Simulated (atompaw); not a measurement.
**hafnium: one change to a PAW (atompaw) potential, before and after**

hafnium, PAW, made with atompaw 4.2.0.5 (LDA (PW92), scalar-relativistic). Core [Xe] 4f14, reference 5d2 6s1 6p0 (charge +1). Waves: 6s (bound): rc 2.55 bohr; 6s channel at 2.5 Ry: rc 2.55 bohr; 6p (bound, empty): rc 3.00 bohr; 6p channel at 1.7 Ry: rc 3.00 bohr; 5d (bound): rc 3.00 bohr; 5d channel at 0.1 Ry: rc 3.00 bohr. Local part: ultrasoft scheme with l = 3 at 1 Ry, radius 2.25 bohr. Core correction: smooth core density matched at 2.65 bohr. Augmentation charge: sinc compensation charge, radius 2.90 bohr; PAW radius 3.00 bohr; waves and projectors: custom rrkj vanderbiltortho.

Change: all radii scaled by about 1.13 (s 2.88, p 3.38, d 3.38 bohr); local potential ultrasoft scheme with l = 3 at 1 Ry, radius 2.54 bohr; augmentation sinc compensation charge, radius 3.28 bohr; PAW radius 3.38 bohr; waves and projectors: custom rrkj vanderbiltortho; core correction smooth core density matched at 3.00 bohr.

Cutoffs: the cutoffs (Ry, on a coarse ladder) from which the occupation-weighted sum of valence levels, in a spherical-Bessel basis at the reference potential, stays within 10 and 1 mRy of its value at 400 Ry; they do not see the model core or the augmentation charge, which bear on the density cutoff.

**Question.** What does the change do?

**Answer.** Both files are very soft, the changed one slightly softer (loose and tight cutoff 10 and 12 Ry → 8 and 10 Ry on this coarse ladder); the s channel sets the loose cutoff, while the largest relative change is in d, which becomes softer; neither file shows a bound ghost.

| quantity | base | changed |
| --- | --- | --- |
| cutoff, loose | 10 Ry | 8 Ry |
| cutoff, tight | 12 Ry | 10 Ry |
| loose cutoff by channel (10 mRy a level) | s 6 Ry, d 8 Ry | s 6 Ry, d 6 Ry |
| bound ghosts | none | none |
| lowest overlap eigenvalue by channel | s 0.78, p 0.60, d 0.33 | s 0.71, p 0.71, d 0.10 |

 The cutoffs see the waves, projectors and local potential, not the compensation charge or the core.
